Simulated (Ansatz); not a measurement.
Ansatz (a first-principles code) input for ClH7Si3, SMILES Cl[SiH2][SiH2][SiH3], PBE-D3(BJ)/def2-SVP. 

Ansatz 0.2 input:
```yaml
crystal:
  periodic: [false, false, false]
  atoms:
    - {symbol: Si, position_ang: [-2.20283025, 0.15655294, 0.51042281]}
    - {symbol: Si, position_ang: [-0.28957595, 1.48430748, 0.17812448]}
    - {symbol: Si, position_ang: [1.56256883, 0.04223336, 0.18949069]}
    - {symbol: Cl, position_ang: [0.98053881, -1.65126655, -0.89962957]}
    - {symbol: H, position_ang: [-1.99447925, -0.71418057, 1.70401964]}
    - {symbol: H, position_ang: [-3.40393015, 1.01267301, 0.73917005]}
    - {symbol: H, position_ang: [-2.42908710, -0.69649050, -0.68955799]}
    - {symbol: H, position_ang: [-0.36440859, 2.18812421, -1.13716822]}
    - {symbol: H, position_ang: [-0.14216207, 2.50514781, 1.26041467]}
    - {symbol: H, position_ang: [1.89933188, -0.39504983, 1.57354265]}
    - {symbol: H, position_ang: [2.78329876, 0.60799418, -0.44924998]}
basis:
  gaussian:
    orbitals: def2-SVP
hamiltonian:
  xc: pbe
  dispersion: d3bj
relax: {f_tol: 0.002, max_steps: 200}
```

Log of the run:

```
WARN ansatz: RAYON_NUM_THREADS=1 ignored (pool sized by the plan → 1); use --threads N
Functional definition: PBE
integrals: 0.06 GiB planned
1189 factors; their error is unknown
mean field: 0.28 GiB planned
mean field evaluation 1: about -36240.1854 eV, gradient 1.7e1 eV
mean field evaluation 2: about -36241.1435 eV, gradient 7.9e0 eV
mean field evaluation 4: about -36241.3897 eV, gradient 6.9e-1 eV
mean field evaluation 8: about -36241.2818 eV, gradient 1.4e-1 eV
mean field evaluation 16: about -36241.2819 eV, gradient 3.4e-5 eV
mean field -36241.28188049 eV, -1331.8425438847 hartree, gradient 3.4e-5 eV, S^2 0.000000; 0 other end points of the search recorded, 0 dependent functions left out
the calculation of the forces begins
reference -36241.28192023 eV, -1331.8425453454 hartree; 33, 33 occupied and 74, 74 virtual orbitals, 1189 factors
relax step   1: F+E_penalty+E_count = -36241.58705103 eV  Δ(F+E_penalty+E_count) = +0.000e0 eV  max|allowed force component| = 2.308e-1 eV/Å  Δτ_max = 0.0000 Å  (24 SCF iters, accepted)
these checks for a lower state are left out or cut short: starts, cluster_reference, orbital_swaps, neighbouring_geometries, increment
integrals: 0.06 GiB planned
1189 factors; their error is unknown
mean field: 0.28 GiB planned
mean field -36241.29242018 eV, -1331.8429312112 hartree, gradient 1.0e-5 eV, S^2 0.000000; 0 other end points of the search recorded, 0 dependent functions left out
the calculation of the forces begins
reference -36241.29246000 eV, -1331.8429326745 hartree; 33, 33 occupied and 74, 74 virtual orbitals, 1189 factors
relax step   2: F+E_penalty+E_count = -36241.59704784 eV  Δ(F+E_penalty+E_count) = -9.997e-3 eV  max|allowed force component| = 8.363e-2 eV/Å  Δτ_max = 0.0131 Å  (27 SCF iters, accepted)
these checks for a lower state are left out or cut short: starts, cluster_reference, orbital_swaps, neighbouring_geometries, increment
integrals: 0.06 GiB planned
1189 factors; their error is unknown
mean field: 0.28 GiB planned
mean field -36241.29358587 eV, -1331.8429740495 hartree, gradient 1.0e-5 eV, S^2 0.000000; 0 other end points of the search recorded, 0 dependent functions left out
the calculation of the forces begins
reference -36241.29362574 eV, -1331.8429755147 hartree; 33, 33 occupied and 74, 74 virtual orbitals, 1189 factors
relax step   3: F+E_penalty+E_count = -36241.59774383 eV  Δ(F+E_penalty+E_count) = -6.960e-4 eV  max|allowed force component| = 1.894e-2 eV/Å  Δτ_max = 0.0130 Å  (27 SCF iters, accepted)
these checks for a lower state are left out or cut short: starts, cluster_reference, orbital_swaps, neighbouring_geometries, increment
integrals: 0.06 GiB planned
1189 factors; their error is unknown
mean field: 0.28 GiB planned
mean field evaluation 32: about -36241.2935 eV, gradient 2.1e-1 eV
mean field -36241.29360092 eV, -1331.8429746027 hartree, gradient 7.7e-6 eV, S^2 0.000000; 0 other end points of the search recorded, 0 dependent functions left out
the calculation of the forces begins
reference -36241.29364077 eV, -1331.8429760673 hartree; 33, 33 occupied and 74, 74 virtual orbitals, 1189 factors
relax step   4: F+E_penalty+E_count = -36241.59792824 eV  Δ(F+E_penalty+E_count) = -1.844e-4 eV  max|allowed force component| = 3.580e-3 eV/Å  Δτ_max = 0.0058 Å  (21 SCF iters, accepted)
these checks for a lower state are left out or cut short: starts, cluster_reference, orbital_swaps, neighbouring_geometries, increment
integrals: 0.06 GiB planned
1189 factors; their error is unknown
mean field: 0.28 GiB planned
mean field -36241.29372241 eV, -1331.8429790674 hartree, gradient 1.3e-5 eV, S^2 0.000000; 0 other end points of the search recorded, 0 dependent functions left out
the calculation of the forces begins
reference -36241.29376228 eV, -1331.8429805326 hartree; 33, 33 occupied and 74, 74 virtual orbitals, 1189 factors
relax step   5: F+E_penalty+E_count = -36241.59795002 eV  Δ(F+E_penalty+E_count) = -2.178e-5 eV  max|allowed force component| = 2.739e-3 eV/Å  Δτ_max = 0.0078 Å  (20 SCF iters, accepted)
these checks for a lower state are left out or cut short: starts, cluster_reference, orbital_swaps, neighbouring_geometries, increment
integrals: 0.06 GiB planned
1189 factors; their error is unknown
mean field: 0.28 GiB planned
mean field -36241.29393278 eV, -1331.8429867982 hartree, gradient 1.0e-5 eV, S^2 0.000000; 0 other end points of the search recorded, 0 dependent functions left out
the calculation of the forces begins
reference -36241.29397269 eV, -1331.8429882651 hartree; 33, 33 occupied and 74, 74 virtual orbitals, 1189 factors
relax step   6: F+E_penalty+E_count = -36241.59798550 eV  Δ(F+E_penalty+E_count) = -3.548e-5 eV  max|allowed force component| = 1.071e-2 eV/Å  Δτ_max = 0.0237 Å  (27 SCF iters, accepted)
these checks for a lower state are left out or cut short: starts, cluster_reference, orbital_swaps, neighbouring_geometries, increment
integrals: 0.06 GiB planned
1189 factors; their error is unknown
mean field: 0.28 GiB planned
mean field -36241.29412027 eV, -1331.8429936884 hartree, gradient 2.4e-5 eV, S^2 0.000000; 0 other end points of the search recorded, 0 dependent functions left out
the calculation of the forces begins
reference -36241.29416020 eV, -1331.8429951560 hartree; 33, 33 occupied and 74, 74 virtual orbitals, 1189 factors
relax step   7: F+E_penalty+E_count = -36241.59799838 eV  Δ(F+E_penalty+E_count) = -1.288e-5 eV  max|allowed force component| = 3.900e-3 eV/Å  Δτ_max = 0.0104 Å  (20 SCF iters, accepted)
these checks for a lower state are left out or cut short: starts, cluster_reference, orbital_swaps, neighbouring_geometries, increment
integrals: 0.06 GiB planned
1189 factors; their error is unknown
mean field: 0.28 GiB planned
mean field -36241.29409294 eV, -1331.8429926842 hartree, gradient 6.3e-5 eV, S^2 0.000000; 0 other end points of the search recorded, 0 dependent functions left out
the calculation of the forces begins
reference -36241.29413288 eV, -1331.8429941518 hartree; 33, 33 occupied and 74, 74 virtual orbitals, 1189 factors
relax step   8: F+E_penalty+E_count = -36241.59800240 eV  Δ(F+E_penalty+E_count) = -4.021e-6 eV  max|allowed force component| = 1.990e-3 eV/Å  Δτ_max = 0.0012 Å  (17 SCF iters, accepted)
these checks for a lower state are left out or cut short: starts, cluster_reference, orbital_swaps, neighbouring_geometries, increment
integrals: 0.06 GiB planned
1189 factors; their error is unknown
mean field: 0.28 GiB planned
mean field evaluation 64: about -36241.2941 eV, gradient 1.1e-5 eV
mean field -36241.29405189 eV, -1331.8429911757 hartree, gradient 1.1e-5 eV, S^2 0.000000; 0 other end points of the search recorded, 0 dependent functions left out
the calculation of the forces begins
reference -36241.29409183 eV, -1331.8429926433 hartree; 33, 33 occupied and 74, 74 virtual orbitals, 1189 factors
relax step   9: F+E_penalty+E_count = -36241.59800484 eV  Δ(F+E_penalty+E_count) = -2.440e-6 eV  max|allowed force component| = 1.082e-3 eV/Å  Δτ_max = 0.0019 Å  (19 SCF iters, accepted)
these checks for a lower state are left out or cut short: starts, cluster_reference, orbital_swaps, neighbouring_geometries, increment
integrals: 0.06 GiB planned
1189 factors; their error is unknown
mean field: 0.28 GiB planned
mean field -36241.29402436 eV, -1331.8429901640 hartree, gradient 1.5e-5 eV, S^2 0.000000; 0 other end points of the search recorded, 0 dependent functions left out
the calculation of the forces begins
reference -36241.29406430 eV, -1331.8429916317 hartree; 33, 33 occupied and 74, 74 virtual orbitals, 1189 factors
relax step  10: F+E_penalty+E_count = -36241.59800632 eV  Δ(F+E_penalty+E_count) = -1.478e-6 eV  max|allowed force component| = 2.344e-3 eV/Å  Δτ_max = 0.0025 Å  (19 SCF iters, accepted)
these checks for a lower state are left out or cut short: starts, cluster_reference, orbital_swaps, neighbouring_geometries, increment
integrals: 0.06 GiB planned
1189 factors; their error is unknown
mean field: 0.28 GiB planned
mean field -36241.29401963 eV, -1331.8429899901 hartree, gradient 1.4e-5 eV, S^2 0.000000; 0 other end points of the search recorded, 0 dependent functions left out
the calculation of the forces begins
reference -36241.29405957 eV, -1331.8429914579 hartree; 33, 33 occupied and 74, 74 virtual orbitals, 1189 factors
relax step  11: F+E_penalty+E_count = -36241.59800766 eV  Δ(F+E_penalty+E_count) = -1.339e-6 eV  max|allowed force component| = 1.966e-3 eV/Å  Δτ_max = 0.0023 Å  (19 SCF iters, accepted)
integrals: 0.06 GiB planned
1189 factors; their error is unknown
mean field: 0.28 GiB planned
mean field -36241.29401963 eV, -1331.8429899901 hartree, gradient 1.4e-5 eV, S^2 0.000000; 1 other end points of the search recorded, 0 dependent functions left out
the calculation of the forces begins
reference -36241.29405957 eV, -1331.8429914579 hartree; 33, 33 occupied and 74, 74 virtual orbitals, 1189 factors
Total energy: -36241.59804760 eV, -1331.8541628117 hartree
Atom 0 at    -2.203912     0.158430     0.519509 Å, force     0.000218    -0.000120    -0.000567 eV/Å
Atom 1 at    -0.289940     1.483496     0.174067 Å, force    -0.000507    -0.000302     0.000452 eV/Å
Atom 2 at     1.561681     0.036239     0.183318 Å, force     0.000631    -0.001966    -0.001190 eV/Å
Atom 3 at     0.998298    -1.640713    -0.943479 Å, force     0.000611     0.001405     0.001165 eV/Å
Atom 4 at    -2.000831    -0.700463     1.738386 Å, force     0.000012    -0.000007    -0.000062 eV/Å
Atom 5 at    -3.418416     1.022750     0.728913 Å, force    -0.000596     0.000477    -0.000037 eV/Å
Atom 6 at    -2.424309    -0.722622    -0.677682 Å, force    -0.000023    -0.000102     0.000359 eV/Å
Atom 7 at    -0.371241     2.190077    -1.154167 Å, force    -0.000084     0.000203    -0.000062 eV/Å
Atom 8 at    -0.136107     2.516466     1.262188 Å, force     0.000182     0.000137     0.000159 eV/Å
Atom 9 at     1.880505    -0.423886     1.579453 Å, force    -0.000052     0.000256    -0.000416 eV/Å
Atom 10 at     2.803539     0.620271    -0.430925 Å, force    -0.000393     0.000019     0.000200 eV/Å
Dipole moment:     0.024254     0.224906     0.125989 e Å
```

The run converged.

Cost: very roughly 40 core-seconds.
